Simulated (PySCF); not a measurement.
**How methods differ on the excitation energy of Cd⁺**

Cd⁺ [Kr] 4d10 5s1 (2S) → Cd⁺ [Kr] 4d10 5p1 (2P), as a difference of total energies. All numbers are calculated (PySCF 2.14, scalar relativity through the core potential, in aug-cc-pwCVTZ-PP with ECP28MDF (8s8p7d4f3g, 122 functions)). Correlated levels: valence: 4s2 4p6 frozen; valence and next inner shell: nothing frozen outside the core potential. The calculations carry no spin-orbit coupling.

```json
{"method": "UHF", "excitation energy (eV)": "5.154", "error (eV)": "-0.523"}
{"method": "LDA", "excitation energy (eV)": "5.915", "error (eV)": "+0.238"}
{"method": "PBE", "excitation energy (eV)": "5.713", "error (eV)": "+0.036"}
{"method": "PBE0", "excitation energy (eV)": "5.615", "error (eV)": "-0.062"}
{"method": "r2SCAN", "excitation energy (eV)": "5.667", "error (eV)": "-0.010"}
{"method": "CAM-B3LYP", "excitation energy (eV)": "5.732", "error (eV)": "+0.055"}
{"method": "BLYP", "excitation energy (eV)": "5.771", "error (eV)": "+0.094"}
{"method": "B3LYP", "excitation energy (eV)": "5.711", "error (eV)": "+0.034"}
{"method": "MP2 (valence)", "excitation energy (eV)": "5.703", "error (eV)": "+0.026"}
{"method": "SCS-MP2 (valence)", "excitation energy (eV)": "5.634", "error (eV)": "-0.043"}
{"method": "MP2 (valence and next inner shell)", "excitation energy (eV)": "5.797", "error (eV)": "+0.120"}
{"method": "SCS-MP2 (valence and next inner shell)", "excitation energy (eV)": "5.698", "error (eV)": "+0.021"}
```

Reference: 5.677 eV (measured; NIST levels, between the centres of gravity of the two terms).

Errors of the correlated levels include the incompleteness of this basis and the frozen core.
